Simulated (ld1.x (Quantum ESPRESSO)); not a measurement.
# u(r) = r·R(r): atom against pseudo-atom (Mg (Z = 12))

Columns: radius, all-electron u(r) and pseudo u(r) of the 3p shell (level -1.33 eV) of magnesium in the configuration [He] 2s2 2p6 3s2 3p0; PBE, scalar-relativistic, ultrasoft scheme, ld1.x (Quantum ESPRESSO) 7.5.

```csv
r (bohr),all-electron,pseudo
0.057,0.0194,0.0063
0.115,0.0569,0.0249
0.172,0.0936,0.0524
0.230,0.1238,0.0860
0.288,0.1447,0.1207
0.345,0.1563,0.1513
0.402,0.1600,0.1747
0.460,0.1568,0.1883
0.518,0.1481,0.1905
0.575,0.1353,0.1817
0.632,0.1194,0.1637
0.690,0.1007,0.1383
0.747,0.0807,0.1092
0.805,0.0592,0.0781
0.862,0.0373,0.0482
0.920,0.0145,0.0196
0.977,-0.0079,-0.0061
1.035,-0.0307,-0.0304
1.092,-0.0529,-0.0529
1.150,-0.0751,-0.0751
1.208,-0.0969,-0.0969
1.265,-0.1178,-0.1178
1.322,-0.1381,-0.1381
1.380,-0.1581,-0.1581
1.438,-0.1775,-0.1775
1.495,-0.1960,-0.1960
```

Question: How many radial nodes do the two functions have?

Answer: The all-electron 3p function has n − l − 1 = 1; the pseudo-wave has 1, since 1 lower shell of the same l stays in the valence.

Question: At about which radius was the pseudo-wave matched?

Answer: 1.15 bohr. The columns agree to 0.0005 from 1.03 bohr on; several derivatives are matched, so the curves merge somewhat inside the radius.

Question: Is the pseudo-wave norm-conserving?

Answer: No, it belongs to an ultrasoft set: the norm inside the radius is not constrained, and the difference is carried by the augmentation charge.
